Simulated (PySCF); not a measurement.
# Telling isomers of C$_{7}$H$_{7}$N$_{3}$ apart by NMR

Calculated, not measured (PySCF): GIAO PBE0/pcSseg-1 shieldings, coordinates at the GFN2-xTB level. No solvent, one computed conformer, non-relativistic, equivalent nuclei averaged.

Referencing at the same level of theory: TMS for ¹H, ¹³C. Where no couplings were computed, multiplicities follow the n + 1 count of equivalent neighbours, and m marks all less simple cases (inequivalent or close neighbours, rings, F or P nearby). Shifts are as computed. Against solution values, carbons near 30 ppm lie about +3 ppm off and those near 130 ppm about +5 ppm. Of 1211 compounds with measured shifts, 218 miss one by over three times the rms of a fit or turn the order of signals round; such compounds aren't used in these exercises. OH and NH positions are gas-phase values without hydrogen bonding to other molecules.

(1) Tabulate the signals of `C=CCn1nccc1C#N`, `Nc1cccc2cn[nH]c12`, `Cn1nc2ccccc2n1`, `C#CCn1ncc(C=C)n1`, `Cc1nncc(C#N)c1C`, `C#Cc1nc(C)nnc1C` and their relative energies.

(2) What is the quickest way to tell Nc1cccc2cn[nH]c12 from Cn1nc2ccccc2n1?

(3) What is the quickest way to tell Cn1nc2ccccc2n1 from C#CCn1ncc(C=C)n1?

(4) What is the quickest way to tell Nc1cccc2cn[nH]c12 from C#Cc1nc(C)nnc1C?

## Answers

(1) 
| SMILES | carbon types | δC | δH | E rel. (kcal/mol) |
| --- | --- | --- | --- | --- |
| C=CCn1nccc1C#N | 2×C 3×CH 2×CH2 | 141.8, 140.6, 130.7, 123.4, 119.1, 117.0, 58.3 | 7.62 (m, 1H), 6.98 (m, 1H), 6.16 (m, 1H), 6.08 (m, 1H), 5.78 (m, 1H), 4.95 (d, 2H) | 38.3 |
| Nc1cccc2cn[nH]c12 | 3×C 4×CH | 138.0, 135.2, 133.9, 130.8, 127.0, 115.0, 112.6 | 9.27 (br s, 1H), 8.04 (m, 1H), 7.45 (m, 1H), 7.33 (m, 1H), 6.81 (d, 1H), 3.43 (br s, 2H) | 0.0 |
| Cn1nc2ccccc2n1 | 2×C 4×CH 1×CH3 | 149.9, 130.7, 124.2, 43.3 | 8.24 (d, 2H), 7.73 (m, 2H), 4.60 (s, 3H) | 11.6 |
| C#CCn1ncc(C=C)n1 | 2×C 3×CH 2×CH2 | 153.1, 136.1, 135.6, 121.7, 82.7, 81.8, 45.6 | 7.99 (s, 1H), 7.13 (m, 1H), 6.17 (m, 1H), 5.74 (m, 1H), 5.15 (d, 2H), 1.83 (t, 1H) | 79.6 |
| Cc1nncc(C#N)c1C | 4×C 1×CH 2×CH3 | 163.6, 155.1, 142.8, 121.4, 115.7, 23.9, 19.6 | 9.45 (s, 1H), 2.93 (s, 3H), 2.58 (s, 3H) | 29.8 |
| C#Cc1nc(C)nnc1C | 4×C 1×CH 2×CH3 | 170.3, 163.5, 146.0, 100.2, 84.3, 26.4, 23.3 | 3.43 (s, 1H), 3.07 (s, 3H), 2.95 (s, 3H) | 64.8 |

Energies are electronic energies at PBE0/pcSseg-1 on these geometries, without zero-point or thermal terms, each for the one conformer computed, which needn't be the lowest.

(2) Count the carbon signals: 7 against 4. The first has a ring-fusion aromatic carbon (C) at 130.8 ppm, the second a methyl carbon bonded to N (CH3) at 43.3 ppm. Their most deshielded carbons lie at 138.0 and 149.9 ppm.

(3) Count the carbon signals: 4 against 7. The first has a methyl carbon bonded to N (CH3) at 43.3 ppm, the second a terminal =CH2 carbon at 121.7 ppm. Their most deshielded carbons lie at 149.9 and 153.1 ppm.

(4) Both give the same number of carbon signals, but DEPT or the intensities differ. The first has an aromatic CH next to a ring nitrogen at 138.0 ppm, the second a methyl carbon on an aromatic ring (CH3) at 26.4 ppm. Their most deshielded carbons lie at 138.0 and 170.3 ppm. In the proton spectra the most deshielded non-exchanging signals are 8.04 (m, 1H) and 3.43 (s, 1H).
